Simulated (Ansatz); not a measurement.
Job for Ansatz (a first-principles code): R-PBE/def2-TZVPP on BH3O3 (SMILES OB(O)O), a point of a torsion scan.

Ansatz 0.2 input:
```yaml
crystal:
  periodic: [false, false, false]
  atoms:
    - {symbol: O, position_ang: [-1.21000061, -0.64874024, 0.31370269]}
    - {symbol: B, position_ang: [-0.15279295, 0.22487777, 0.28914395]}
    - {symbol: O, position_ang: [-0.04071282, 1.20686024, 1.22458758]}
    - {symbol: O, position_ang: [0.74458306, 0.18138946, -0.72517833]}
    - {symbol: H, position_ang: [-1.75975350, -0.66366103, -0.46401631]}
    - {symbol: H, position_ang: [-0.70050582, 1.17618096, 1.91615509]}
    - {symbol: H, position_ang: [1.44887026, 0.82416284, -0.64837513]}
basis:
  gaussian:
    orbitals: def2-TZVPP
hamiltonian:
  xc: {name: PBE}
scf: {lower_state_search: off}
```

Program output:

```
WARN ansatz: RAYON_NUM_THREADS=2 ignored (pool sized by the plan → 2); use --threads N
Functional definition: PBE
these checks for a lower state are left out or cut short: stability, starts, cluster_reference, orbital_swaps, neighbouring_geometries, increment
integrals: 0.06 GiB planned
799 factors; their error is unknown
mean field: 0.51 GiB planned
mean field evaluation 1: about -6852.5123 eV, gradient 9.4e1 eV
mean field evaluation 2: about -6816.1674 eV, gradient 1.7e2 eV
mean field evaluation 4: about -6865.9375 eV, gradient 4.0e0 eV
mean field evaluation 8: about -6865.9581 eV, gradient 2.6e-1 eV
mean field evaluation 16: about -6865.9582 eV, gradient 6.0e-6 eV
mean field -6865.95815344 eV, -252.3193082253 hartree, gradient 6.0e-6 eV, S^2 0.000000; 0 other end points of the search recorded, 0 dependent functions left out
reference -6865.95819032 eV, -252.3193095806 hartree; 16, 16 occupied and 150, 150 virtual orbitals, 799 factors
Total energy: -6865.95819032 eV, -252.3193095806 hartree
Checks for a lower state left out: stability, starts, cluster_reference, orbital_swaps, neighbouring_geometries, increment
```

The calculation finished and met its thresholds.

Cost: very roughly 1.1 core-seconds.
